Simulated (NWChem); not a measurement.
HTeSeBr; SMILES [SeH][Te]Br

```xyz
4

Te     0.8948    -0.0120    -0.0013
Br    -0.6569     2.0325     0.0212
Se    -0.6793    -1.9758     0.0444
H     -0.8755    -2.0932    -1.4306
```
Atoms are numbered in this order, from 1.

Level: PBE-D3(BJ)/def2-SVP with def2 effective core potentials on Te (NWChem), optimised geometry, unscaled harmonic frequencies. This build's default masses of Se (78.918 u) and Br (79.917 u) are each other's, which moves their modes by up to 0.6 %. def2 effective core potentials on Te; no spin-orbit coupling.

```
frequency (cm⁻¹)  IR intensity (km/mol)
----------------  ---------------------
75                                  0.4
229                                20.1
241                                 3.4
317                                 7.7
663                                 7.7
2310                               11.4
```

The zero-point energy is 5.5 kcal/mol, the thermal correction to the enthalpy at 298.15 K (with zero-point energy) is 9.3 kcal/mol and the heat capacity Cv is 14.0 cal/(mol K). The entropy at 298.15 K and 1 atm (symmetry number 1) comes out as 82.1 cal/(mol K).

Rigid rotor and harmonic oscillator; modes under 100 cm⁻¹ make the entropy uncertain.
